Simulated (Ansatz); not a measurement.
CH3NO, SMILES `NC=O` (charge 0, multiplicity 1).

The numbers are results of HSE06/cc-pVTZ // PBE0-D3(BJ)/def2-TZVP in Ansatz (a first-principles code), not measurements.

Ansatz 0.2 input:
```yaml
crystal:
  periodic: [false, false, false]
  atoms:
    - { symbol: N, position_ang: [0.680227, -0.046181, 0.117609] }
    - { symbol: C, position_ang: [-0.648225, 0.047865, -0.108763] }
    - { symbol: O, position_ang: [-1.381466, 0.855284, 0.405825] }
    - { symbol: H, position_ang: [1.116639, 0.59377, 0.759718] }
    - { symbol: H, position_ang: [1.239085, -0.741149, -0.341945] }
    - { symbol: H, position_ang: [-1.006263, -0.709588, -0.832444] }
basis:
  gaussian: { orbitals: cc-pVTZ }
hamiltonian:
  xc: hse06
```

Output:

```
Functional definition: HSE06
698 factors; their error is unknown
67 factors; integrals over basis functions are off by at most 5.9e-7 eV
mean field evaluation 1: about -4613.7473 eV, gradient 5.7e1 eV
mean field evaluation 2: about -4606.1474 eV, gradient 8.5e1 eV
mean field evaluation 4: about -4619.4260 eV, gradient 4.9e0 eV
mean field evaluation 8: about -4619.4660 eV, gradient 2.1e-1 eV
mean field -4619.46603524 eV, -169.7622456084 hartree, gradient 1.7e-5 eV, S^2 0.000000; 0 other end points of the search recorded, 0 dependent functions left out
reference -4619.46606259 eV, -169.7622466136 hartree; 12, 12 occupied and 120, 120 virtual orbitals, 698 factors
Total energy: -4619.46606259 eV, -169.7622466136 hartree
```
